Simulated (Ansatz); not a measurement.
Relaxation of GeH$_{7}$NSiSn (11 atoms, charge 0, multiplicity 1), to a largest force component of 0.02 eV/Å in at most 50 steps.

Computed with Ansatz, RKS PBE0-D4/def2-SVP.

```xyz
11
Properties=species:S:1:pos:R:3:forces:R:3
N -1.891 1.248 -0.326 -3.93 3.15 -2.37
Sn -0.020 1.002 0.340 6.77 2.84 1.83
Si 0.374 -1.284 1.247 1.52 -0.07 0.57
Ge 1.142 -1.018 -0.920 -2.05 -0.36 -0.61
H -2.260 2.199 0.035 0.49 -2.64 0.05
H -1.876 1.429 -1.374 -0.44 -1.62 1.54
H -1.988 0.362 0.211 -2.18 0.33 -1.04
H -0.768 -2.086 1.407 -1.30 -1.64 0.43
H 1.530 -1.337 2.254 -0.80 0.00 -0.13
H 2.602 -0.891 -1.085 1.00 -0.06 -0.56
H 0.114 -1.682 -1.936 0.91 0.06 0.28
```

**Question.** Where does it end, and by what steps?

**Answer.** The forces met the threshold. The force dipped under the threshold on the way, but the program's further checks kept it going. After 29 steps the energy has fallen by 2.837 eV; H5 moved furthest, 0.94 Å.

| step | energy less start (eV) | largest force component (eV/Å) | accepted |
| --- | --- | --- | --- |
| 0 | 0.0000 | 6.770 | yes |
| 2 | -2.3870 | 0.995 | yes |
| 4 | -2.7609 | 0.407 | yes |
| 6 | -2.8149 | 0.142 | yes |
| 8 | -2.8308 | 0.131 | yes |
| 10 | -2.8319 | 0.083 | no |
| 12 | -2.8337 | 0.055 | yes |
| 14 | -2.8346 | 0.060 | yes |
| 16 | -2.8351 | 0.116 | yes |
| 18 | -2.8358 | 0.022 | yes |
| 20 | -2.8360 | 0.116 | no |
| 22 | -2.8362 | 0.009 | yes |
| 24 | -2.8365 | 0.042 | yes |
| 26 | -2.8367 | 0.025 | yes |
| 28 | -2.8369 | 0.032 | yes |
| 29 | -2.8369 | 0.008 | yes |

```xyz
11
Properties=species:S:1:pos:R:3
N -1.690 1.020 -0.337
Sn 0.564 1.538 0.415
Si 0.359 -0.977 1.351
Ge 1.048 -0.801 -0.908
H -2.386 1.319 0.346
H -1.898 1.481 -1.223
H -1.816 0.015 -0.480
H -1.018 -1.522 1.609
H 1.343 -1.554 2.316
H 2.444 -1.336 -1.265
H 0.010 -1.242 -1.968
```

Whether the end is a true minimum wasn't checked by a vibrational analysis.

Run time: 2.3 min on 2 threads of AMD EPYC 7R43 64-Core Processor (Zen 3), with other jobs on the host, peak memory 0.37 GiB.
